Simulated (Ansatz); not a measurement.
```yaml
crystal:
  periodic: [false, false, false]
  atoms:
    - {symbol: C, position_ang: [0.546795, -0.256989, 0.532727]}
    - {symbol: S, position_ang: [1.661327, 1.331052, 1.029651]}
    - {symbol: Zn, position_ang: [-2.446105, 0.518709, -2.338367]}
    - {symbol: H, position_ang: [0.892758, -1.099730, -0.481278]}
    - {symbol: H, position_ang: [-0.592400, -0.585167, 1.205516]}
basis:
  gaussian: {orbitals: 6-31G, point_charges: [{charge: 2.00, position_ang: [4.725, -0.859, 0.176]}]}
magnetization: {spin_polarized: true, initial_magnetization: 2}
hamiltonian: {xc: {name: wB97X}}
multiplicity: 3
output: {forces: true}
```

```sh
$ ansatz run in.yaml --threads 2 --pin off --events-out ev --progress --plain --max-ram 4352MiB
```

Shortened log:

```
Error: YAML parse error: error: line 13 column 1: unknown field `multiplicity`, expected one of crystal, accuracy, basis, kpoints, hamiltonian, magnetization, projection, total_charge, correlation, batch, efield, external_charges, scf, relax, neb, saddle, md, ramp, phonons, dielectric, real_time, elastic, magnetic_configurations, gw, evaluate, workflow, output, checkpoint, execution
11 | magnetization: {spin_polarized: true, initial_magnetization: 2}
12 | hamiltonian: {xc: {name: wB97X}}
13 | multiplicity: 3
14 | output: {forces: true}
```

In this input the input holds a key that doesn't belong there. The program refused the input.
